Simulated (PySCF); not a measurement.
# Bond length, frequency and bond energy of SeH⁺ by level of theory

State: ³Σ⁻ (triplet), unpaired electrons π ↑↑. Set-up: basis H jorge-DZP-DKH, Se jorge-DZP-DKH; spin-free X2C with a Gaussian nucleus; PySCF 2.14. De refers to H + Se⁺ in their high-spin ground configurations, without counterpoise correction. The functionals are run spin-unrestricted. A positive dipole points towards Se; it is taken about the centre of mass and depends on that origin.

```csv
Level,Re (Å),ωe (cm⁻¹),De (eV),μ (D),"CPU s a point (SCF and correlation, without the integrals)"
UHF,1.452,2603,2.00,-1.60,0.088
UHF-MP2,1.446,2603,2.70,n/a,0.15
UHF-SCS-MP2,1.449,2588,2.77,n/a,n/a
UHF-CCSD,1.455,2522,2.87,n/a,n/a
UHF-CCSD(T),1.456,2512,2.89,n/a,1.4
PBE,1.494,2321,3.29,-1.45,0.48
r²SCAN,1.476,2414,3.31,-1.53,0.74
r²SCANh,1.472,2440,3.27,-1.55,0.8
PBE0,1.477,2430,3.19,-1.51,0.71
MN15,1.468,2455,3.14,-1.49,0.81
M06-2X,1.474,2453,3.04,-1.63,0.79
ωB97X,1.470,2485,3.35,-1.52,0.56
```

Problem. Which functional lies closest to UHF-CCSD(T) in De, which farthest, and by how much do they differ from it?

Solution. Closest is M06-2X (+1.8 pm in Re, -2.3 % in ωe, +0.15 eV in De against UHF-CCSD(T) in the same basis), farthest ωB97X (+1.4 pm in Re, -1.1 % in ωe, +0.46 eV in De). CCSD(T) converges more slowly with the basis than the functionals do and binds too weakly in this one, so the order can change at the basis-set limit.

Problem. What does the step from GGA to meta-GGA do here, going from PBE to r²SCAN?

Solution. r²SCAN less PBE: -1.8 pm in Re, +4.0 % in ωe, +0.02 eV in De. 

Problem. What does the triples do here, going from UHF-CCSD to UHF-CCSD(T)?

Solution. UHF-CCSD(T) less UHF-CCSD: +0.1 pm in Re, -0.4 % in ωe, +0.02 eV in De. Correlation nearly always deepens the well. The bond length hardly moves.

Correlated steps freeze 9 core orbitals. Correlated levels converge slowly with the basis: in double zeta they bind strong bonds too weakly, by up to about 1 eV, and carry superposition errors of some tenths. Spin–orbit coupling is left out. For an ion De counts to the pair picked by the measured ionisation energies or electron affinities, which need not be the lowest pair at this level. The state was picked by a PBE0 search and need not be the measured ground state.

The whole job (state search and all levels along the bond) took about 1.6 min on 1 thread of Arm Neoverse V2 (shared host), peak memory 0.56 GiB.
